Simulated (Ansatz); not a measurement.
Input file for Ansatz (a program for electronic structure): R-r2SCAN/def2-TZVPP on AlClH2 (SMILES [AlH2][Cl]), atoms moved off the minimum.

Ansatz 0.2 input:
```yaml
crystal:
  periodic: [false, false, false]
  atoms:
    - {symbol: Al, position_ang: [-0.06230221, -0.33724344, -0.95702605]}
    - {symbol: H, position_ang: [-1.36254496, -0.47922174, -1.77479692]}
    - {symbol: H, position_ang: [1.48559091, -0.69942323, -1.65337654]}
    - {symbol: Cl, position_ang: [-0.02441172, 0.37608509, 0.94521052]}
basis:
  gaussian:
    orbitals: def2-TZVPP
hamiltonian:
  xc: {name: r2SCAN}
scf: {lower_state_search: off}
output: {forces: true}
```

Program output:

```
WARN ansatz: RAYON_NUM_THREADS=1 ignored (pool sized by the plan → 1); use --threads N
Functional definition: r2SCAN
these checks for a lower state are left out or cut short: stability, starts, cluster_reference, orbital_swaps, neighbouring_geometries, increment
integrals: 0.03 GiB planned
681 factors; their error is unknown
mean field: 0.27 GiB planned
mean field evaluation 1: about -19151.5617 eV, gradient 1.7e1 eV
mean field evaluation 2: about -19152.0027 eV, gradient 1.3e1 eV
mean field evaluation 4: about -19152.3508 eV, gradient 8.6e-1 eV
mean field evaluation 8: about -19152.3388 eV, gradient 1.5e-1 eV
mean field evaluation 16: about -19152.3388 eV, gradient 4.5e-5 eV
mean field -19152.33882866 eV, -703.8354700318 hartree, gradient 3.3e-6 eV, S^2 0.000000; 0 other end points of the search recorded, 0 dependent functions left out
the calculation of the forces begins
reference -19152.33883970 eV, -703.8354704375 hartree; 16, 16 occupied and 96, 96 virtual orbitals, 681 factors
Total energy: -19152.33883970 eV, -703.8354704375 hartree
Atom 0 at    -0.062302    -0.337243    -0.957026 Å, force     1.969210    -0.634169    -1.618711 eV/Å
Atom 1 at    -1.362545    -0.479222    -1.774797 Å, force    -0.441892    -0.038754    -0.110029 eV/Å
Atom 2 at     1.485591    -0.699423    -1.653377 Å, force    -1.429494     0.287950     0.637180 eV/Å
Atom 3 at    -0.024412     0.376085     0.945211 Å, force    -0.097824     0.384973     1.091560 eV/Å
Dipole moment:    -0.106998    -0.057894    -0.108912 e Å
Checks for a lower state left out: stability, starts, cluster_reference, orbital_swaps, neighbouring_geometries, increment
```

Self-consistency was reached.

Cost: around 1.2 core-seconds (rough).
